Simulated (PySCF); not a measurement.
AlHI₂O. Atoms are numbered in the order given.

```xyz
5

Al     0.0000     0.0000     0.9086
I      0.0000    -2.1316    -0.3380
I      0.0000     2.1316    -0.3380
O      0.0000     0.0000     2.5626
H      0.0000     0.0000     3.5131
```

Coordinates come from a B3LYP-D3(BJ)/def2-SVP optimisation. A frequency run showed that this geometry is not a minimum. The def2 effective core potentials stand for the cores of I; spin–orbit coupling is left out. Other conformers were not sampled.

These are PySCF with TDA-PBE0/def2-SVPD values and carry that method's errors.

Vertical excitations.  State labels are in the subgroup C2v.

Problem. Estimate the UV-visible absorptions. (An estimate is asked for; the answer gives what the named calculation found.)

Solution. 
| state | symmetry | energy (eV) | λ (nm) | f | main pairs |
|---|---|---|---|---|---|
| S1 | B2 | 4.86 | 255 | 0.013 | HOMO→LUMO 99 % |
| S2 | A2 | 5.06 | 245 | 0.000 | HOMO−1→LUMO 99 % |
| S3 | A2 | 5.28 | 235 | 0.000 | HOMO→LUMO+1 100 % |
| S4 | A1 | 5.37 | 231 | 0.021 | HOMO−2→LUMO 98 % |
| S5 | B1 | 5.42 | 229 | 0.037 | HOMO−3→LUMO 98 % |
| S6 | B2 | 5.75 | 216 | 0.020 | HOMO−1→LUMO+1 82 %, HOMO−4→LUMO 15 % |
| S7 | B1 | 5.79 | 214 | 0.001 | HOMO−2→LUMO+1 99 % |
| S8 | A1 | 6.19 | 200 | 0.028 | HOMO−3→LUMO+1 91 % |
| S9 | B2 | 6.53 | 190 | 0.295 | HOMO−4→LUMO 61 %, HOMO→LUMO+2 21 % |
| S10 | A2 | 6.54 | 190 | 0.000 | HOMO−4→LUMO+1 98 % |
| T1 | B2 | 4.54 | 273 | 0 | HOMO→LUMO 97 % |
| T2 | A2 | 4.78 | 259 | 0 | HOMO−1→LUMO 96 % |
| T3 | B1 | 5.03 | 247 | 0 | HOMO−3→LUMO 95 % |
| T4 | A1 | 5.04 | 246 | 0 | HOMO−2→LUMO 96 % |
Triplets are in the Tamm–Dancoff approximation.
